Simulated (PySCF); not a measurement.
Compound: C₄H₄ClF₃O.
SMILES: `C[C@H](F)C(F)(F)C(=O)Cl`

All values: CAM-B3LYP/def2-SVPD (PySCF, non-relativistic), on one gas-phase PBE0-D3(BJ)/def2-SVP geometry that isn't relaxed in the solvent. The solvent is an IEF-PCM continuum (Bondi radii, 1.10 Å for H, scaled by 1.2), and excitations are vertical TDDFT with non-equilibrium linear response and a frozen core. Only the electrostatic response of the medium enters.

Gas-phase singlets (H = HOMO, L = LUMO):

```json
{"state": "S1", "E (eV)": "4.855", "λ (nm)": "255", "f": "0.001", "leading configurations": "H→L 94%"}
{"state": "S2", "E (eV)": "6.244", "λ (nm)": "199", "f": "0.000", "leading configurations": "H-1→L 97%"}
{"state": "S3", "E (eV)": "6.841", "λ (nm)": "181", "f": "0.032", "leading configurations": "H-2→L 84%"}
{"state": "S4", "E (eV)": "7.567", "λ (nm)": "164", "f": "0.011", "leading configurations": "H-3→L 45%, H-4→L 42%"}
{"state": "S5", "E (eV)": "8.046", "λ (nm)": "154", "f": "0.000", "leading configurations": "H-3→L 49%, H-4→L 46%"}
```

Q: What are the lowest 5 singlets in benzene (ε = 2.271)?

A: 
| state | E (eV) | λ (nm) | f | leading configurations | change by rank (eV) |
| --- | --- | --- | --- | --- | --- |
| S1 | 4.865 | 255 | 0.001 | H→L 93% | +0.010 |
| S2 | 6.240 | 199 | 0.000 | H-1→L 96% | -0.004 |
| S3 | 6.810 | 182 | 0.051 | H-2→L 87% | -0.031 |
| S4 | 7.484 | 166 | 0.015 | H-4→L 44%, H-3→L 41% | -0.083 |
| S5 | 7.923 | 156 | 0.000 | H-3→L 52%, H-4→L 43% | -0.123 |

Q: How do the frontier levels move from gas to benzene?

A: 
```json
{"orbital": "LUMO+2", "gas (eV)": "1.33", "solvent (eV)": "1.46", "change (eV)": "+0.13"}
{"orbital": "LUMO+1", "gas (eV)": "0.93", "solvent (eV)": "0.99", "change (eV)": "+0.06"}
{"orbital": "LUMO", "gas (eV)": "-0.95", "solvent (eV)": "-0.94", "change (eV)": "+0.01"}
{"orbital": "HOMO", "gas (eV)": "-10.60", "solvent (eV)": "-10.58", "change (eV)": "+0.02"}
{"orbital": "HOMO-1", "gas (eV)": "-11.21", "solvent (eV)": "-11.19", "change (eV)": "+0.02"}
{"orbital": "HOMO-2", "gas (eV)": "-11.38", "solvent (eV)": "-11.37", "change (eV)": "+0.01"}
{"orbital": "HOMO-3", "gas (eV)": "-11.99", "solvent (eV)": "-11.84", "change (eV)": "+0.15"}
```

The HOMO–LUMO gap goes from 9.65 to 9.64 eV.

Conformer computed: `[CH3:1][C@H:2]([F:3])[C:4]([F:5])([F:6])[C:7](=[O:8])[Cl:9]`: C1–C2–C4–F5 -63°, C2–C4–C7–O8 43°.
